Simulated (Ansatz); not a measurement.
Mn2(F)4 (Mn₂F₄). Total charge 0; multiplicity 11. Geometry PBE0-D4/def2-SVP; atoms count from 1.

```xyz
6

Mn    0.238    1.214    0.929
F     0.508    2.631    1.994
F    -1.123   -0.201    0.551
Mn   -0.236   -1.218   -0.925
F    -0.517   -2.619   -2.008
F     1.130    0.192   -0.541
```

(1) Estimate the Mulliken populations from the PBE0/def2-TZVP orbitals of Ansatz.

(2) Where does the spin sit?

(3) And the Mayer bond orders between heavy atoms (over 0.3)?

Results:

(1) 
```tsv
atom	charge (e)	spin (α − β)	d electrons
Mn1	1.17	4.89	5.30
F2	-0.57	0.07	–
F3	-0.61	0.04	–
Mn4	1.17	4.89	5.30
F5	-0.57	0.07	–
F6	-0.61	0.04	–
```
Mulliken values depend strongly on the basis.

(2) Summed by element: Mn 9.77, F 0.23, of 10 unpaired in all. Largest on single atoms: Mn4 4.89, Mn1 4.89, F5 0.07.

(3) Mn1–F2 0.77 (1.79 Å); Mn1–F3 0.34 (2.00 Å); Mn1–F6 0.34 (2.00 Å); F3–Mn4 0.34 (2.00 Å); Mn4–F5 0.77 (1.79 Å); Mn4–F6 0.34 (2.00 Å).
